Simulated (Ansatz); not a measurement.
C₃H₉Sb⁺, that is SbMe3 with one electron fewer. Charge 1, multiplicity 2. Geometry PBE0-D4/def2-SVP, that of the neutral singlet; atoms count from 1.

Cartesian coordinates in Å:
```
Sb 0.566 1.033 0.239
C -1.601 0.875 0.240
H -1.995 1.160 1.226
H -1.907 -0.156 0.010
H -2.023 1.556 -0.514
C 0.861 -0.751 1.442
H 0.254 -1.580 1.048
H 0.570 -0.550 2.483
H 1.922 -1.039 1.426
C 0.805 -0.005 -1.654
H 1.861 -0.276 -1.798
H 0.497 0.652 -2.480
H 0.191 -0.918 -1.668
```

In the def2 sets Sb takes a core potential; there is no spin–orbit coupling.

**Question.** Estimate the Mulliken populations from the PBE0/def2-TZVP orbitals of Ansatz.

**Answer.** 
```
atom  charge (e)  spin (α − β)
 Sb1        0.85          0.66
  C2       -0.53          0.10
  H3        0.20          0.00
  H4        0.19          0.02
  H5        0.20          0.00
  C6       -0.53          0.10
  H7        0.19          0.02
  H8        0.20          0.00
  H9        0.20          0.00
 C10       -0.53          0.10
 H11        0.20          0.00
 H12        0.20          0.00
 H13        0.19          0.02
```
Mulliken values and Mayer orders depend strongly on the basis.

**Question.** Where does the spin sit?

**Answer.** Summed by element: Sb 0.66, C 0.29, H 0.05, of 1 unpaired in all. Largest on single atoms: Sb1 0.66, C2 0.10, C6 0.10.

**Question.** And the Mayer bond orders between bonded heavy atoms (over 0.3)?

**Answer.** Sb1–C2 0.98 (2.17 Å); Sb1–C6 0.98 (2.17 Å); Sb1–C10 0.98 (2.17 Å).
